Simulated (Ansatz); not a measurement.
`[NH2][Al][Br]` radical, relaxed with UKS PBE-D4/def2-SVP in Ansatz from a rough embedded geometry. The force threshold is 0.03 eV/Å; the program also tests the step.

The species carries charge 0 and has multiplicity 2.

Start:

```xyz
5

N     0.407    0.508   -0.554
Al   -0.347   -0.903    0.403
Br   -1.526   -0.419    2.368
H     0.002    0.499   -1.536
H     1.465    0.315   -0.681
```

Question: By how much does the energy fall, and how many steps does the optimiser take? (Best estimate.)

Answer: The calculation gave: 0.38 eV, in 11 steps, 1 of them rejected.

Question: Which bonds change most? (Best estimate.)

Answer: Ansatz gave: N1–Al2 from 1.864 to 1.786 Å; N1–H5 from 1.084 to 1.023 Å; Al2–Br3 from 2.342 to 2.299 Å; N1–H4 from 1.062 to 1.025 Å.

Question: Give the relaxed structure. (An estimate is asked.)

Answer: The calculation gave: 
```xyz
5

N     0.492    0.186   -0.607
Al    0.159   -0.788    0.852
Br   -1.842   -0.410    1.920
H    -0.142    0.900   -0.982
H     1.333    0.112   -1.184
```
